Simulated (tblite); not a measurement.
Compound: C4H9ClO2Si2.
Structure used (GFN2-xTB), in Å, numbered top down from 1:
```xyz
18
C4H9ClO2Si2 angstrom
O      2.1139   -1.6301   -1.9079
C      2.6330   -0.9574   -1.0653
O      2.0463   -0.0774   -0.2810
C      0.6328    0.1080   -0.4446
Si     0.1316    1.8176    0.2954
Si    -2.0060    1.0552    0.7956
C     -1.6501   -0.7217    0.1484
C     -0.1597   -0.9792    0.2685
Cl     0.2856   -0.9238    2.0056
H      3.7125   -0.9757   -0.8339
H      0.4071    0.0273   -1.5152
H      0.3089    2.8095   -0.7728
H      1.0874    2.1334    1.3537
H     -2.4158    1.0035    2.2007
H     -3.1339    1.6026    0.0304
H     -1.9290   -0.8208   -0.9019
H     -2.1966   -1.4883    0.6957
H      0.1234   -1.9765   -0.0829
```

All values are computed: GFN2-xTB (tblite) harmonic vibrations without scaling, gas phase. Errors from tens to a few hundred cm⁻¹ against measured bands are possible. Modes of hydrogen on silicon can be 10 to 20 % off. One conformer, not necessarily the lowest.

Harmonic wavenumbers (cm⁻¹): 35.9, 66.2, 99.5, 137.7, 155.3, 227.5, 265.1, 313.2, 339.8, 347.1, 433.7, 446.7, 494.0, 498.5, 545.7, 570.5, 596.2, 621.9, 658.9, 678.8, 741.8, 782.0, 786.1, 805.3, 817.2, 936.1, 983.1, 1005.1, 1054.3, 1128.8, 1160.0, 1178.9, 1186.0, 1251.2, 1278.5, 1299.6, 1354.1, 1470.5, 1781.0, 2198.9, 2209.2, 2242.4, 2278.1, 2820.0, 2900.1, 2928.5, 2976.2, 3004.5.

A = 1526, B = 740.4, C = 660.3 MHz; mass 179.983 u (most abundant isotopes); point group C1, symmetry number 1.

**Question.** What is the zero-point energy?

**Answer.** ½Σν̃ = 26045 cm⁻¹ = 311.57 kJ/mol.

**Question.** Give the ideal-gas entropy at 350 K and 1 bar in the rigid-rotor, harmonic-oscillator model (classical rotation).

**Answer.** Translation 176.95, rotation 129.38, vibration 165.35: S = 471.7 J/(mol K).

**Question.** And Cp and H(350 K) − H(0)?

**Answer.** Cp = 206.38 J/(mol K), of which vibrations give 173.12 (their classical limit is 48 R = 399.1); H(350 K) − H(0) = 42.24 kJ/mol without the zero-point energy, 30.60 from vibrations.

**Question.** Blend soft modes into free rotors: weight 1/[1 + (100 cm⁻¹/ν̃)⁴] for the oscillator and the rest for a rotor with moment μB/(μ + B), μ = h/(8π²ν), B = 10⁻⁴⁴ kg m². What vibrational entropy results?

**Answer.** 151.91 J/(mol K) in place of 165.35, which changes −T·S at 350 K by +4.70 kJ/mol.

**Question.** What must be added to the electronic energy to get the Gibbs energy at 350 K and 1 bar?

**Answer.** ZPE + [H(350 K) − H(0)] − T·S = 311.57 + 42.24 − 165.09 = 188.72 kJ/mol.

**Question.** How do the functions run with temperature in this model?

**Answer.** 
| T (K) | S (J/(mol K)) | Cp (J/(mol K)) | H − H(0) (kJ/mol) | G − H(0) (kJ/mol) | ln q(vib) |
| --- | --- | --- | --- | --- | --- |
| 100 | 304.6 | 81.6 | 5.63 | -24.82 | 2.02 |
| 200 | 377.3 | 134.7 | 16.43 | -59.03 | 4.89 |
| 300 | 441.6 | 184.6 | 32.45 | -100.01 | 7.87 |
| 500 | 554.5 | 258.2 | 77.32 | -199.95 | 13.83 |
| 800 | 691.3 | 322.2 | 165.36 | -387.68 | 22.13 |
| 1000 | 766.2 | 348.6 | 232.59 | -533.61 | 27.14 |

q(vib) and H(0) count from the zero-point level.

**Question.** Which modes carry the vibrational entropy at 350 K?

**Answer.** 35.9 cm⁻¹: 24.23; 66.2 cm⁻¹: 19.16; 99.5 cm⁻¹: 15.81; 137.7 cm⁻¹: 13.16; 155.3 cm⁻¹: 12.19; 227.5 cm⁻¹: 9.17 J/(mol K); the other 42 give 71.65 together.

Hindered rotation and anharmonicity are outside this model. Other conformers, if any are populated, would add a mixing term that is left out. The structure is chiral; the term R ln 2 for an equal mix with its mirror image is left out.

Time: 0.98 s wall. Hardware: one thread, Arm Neoverse V1 (aarch64), shared host with 32 logical CPUs at a one-minute load of 22. This covers the Hessian and the dipole derivatives.
